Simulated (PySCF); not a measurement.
SnHCl₂Br, SMILES [Cl][SnH]([Cl])[Br].

Geometry optimised at PBE0-D3(BJ)/def2-SVP. The structure was generated by enumeration; whether it is a known compound was not checked. The def2 effective core potentials stand for the cores of Sn; spin–orbit coupling is left out.

Level of theory: PySCF with TDA-PBE/def2-SVPD.

Vertical excitations.  State labels are in the subgroup Cs.

Computed UV-visible absorptions:
```json
[
 {"state": "S1", "symmetry": "A\"", "energy (eV)": "4.23", "λ (nm)": "293", "f": "0.004", "main pairs": "HOMO→LUMO 98 %"},
 {"state": "S2", "symmetry": "A'", "energy (eV)": "4.33", "λ (nm)": "286", "f": "0.014", "main pairs": "HOMO−1→LUMO 97 %"},
 {"state": "S3", "symmetry": "A\"", "energy (eV)": "4.70", "λ (nm)": "264", "f": "0.024", "main pairs": "HOMO−3→LUMO 96 %"},
 {"state": "S4", "symmetry": "A\"", "energy (eV)": "4.76", "λ (nm)": "260", "f": "0.000", "main pairs": "HOMO−4→LUMO 100 %"},
 {"state": "S5", "symmetry": "A'", "energy (eV)": "4.78", "λ (nm)": "259", "f": "0.033", "main pairs": "HOMO−2→LUMO 92 %"},
 {"state": "S6", "symmetry": "A'", "energy (eV)": "4.91", "λ (nm)": "253", "f": "0.026", "main pairs": "HOMO−5→LUMO 93 %"},
 {"state": "S7", "symmetry": "A\"", "energy (eV)": "6.11", "λ (nm)": "203", "f": "0.000", "main pairs": "HOMO−1→LUMO+1 98 %"},
 {"state": "S8", "symmetry": "A\"", "energy (eV)": "6.15", "λ (nm)": "202", "f": "0.010", "main pairs": "HOMO→LUMO+2 97 %"},
 {"state": "S9", "symmetry": "A'", "energy (eV)": "6.15", "λ (nm)": "202", "f": "0.004", "main pairs": "HOMO→LUMO+1 62 %, HOMO−1→LUMO+2 31 %"},
 {"state": "S10", "symmetry": "A'", "energy (eV)": "6.22", "λ (nm)": "199", "f": "0.009", "main pairs": "HOMO−1→LUMO+2 62 %, HOMO−6→LUMO 19 %, HOMO→LUMO+1 18 %"},
 {"state": "T1", "symmetry": "A\"", "energy (eV)": "3.92", "λ (nm)": "316", "f": "0", "main pairs": "HOMO→LUMO 100 %"},
 {"state": "T2", "symmetry": "A'", "energy (eV)": "3.93", "λ (nm)": "315", "f": "0", "main pairs": "HOMO−1→LUMO 99 %"},
 {"state": "T3", "symmetry": "A'", "energy (eV)": "4.25", "λ (nm)": "292", "f": "0", "main pairs": "HOMO−2→LUMO 98 %"},
 {"state": "T4", "symmetry": "A\"", "energy (eV)": "4.32", "λ (nm)": "287", "f": "0", "main pairs": "HOMO−3→LUMO 100 %"}
]
```
Triplets are in the Tamm–Dancoff approximation.
